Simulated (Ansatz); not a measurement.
`[Cl][Al-]1([Cl])[F+][Al-]([Cl])([Cl])[F+]1`, charge 0, multiplicity 1.

**Question.** Give a relaxed structure at PBE0-D4/def2-TZVP (the Gaussian-basis code of Ansatz). (An estimate is asked.)

**Answer.** The calculation gave: 
Z-matrix (Å, degrees):
```
Al
F 1 1.807
Cl 1 2.066 2 111.0
F 1 1.808 2 80.4 3 108.9
Cl 1 2.066 2 111.0 3 -142.2
Al 1 2.761 2 40.2 3 108.8
Cl 6 2.066 1 118.0 2 90.0
Cl 6 2.066 1 117.9 2 -90.0
```
Point group D2h.
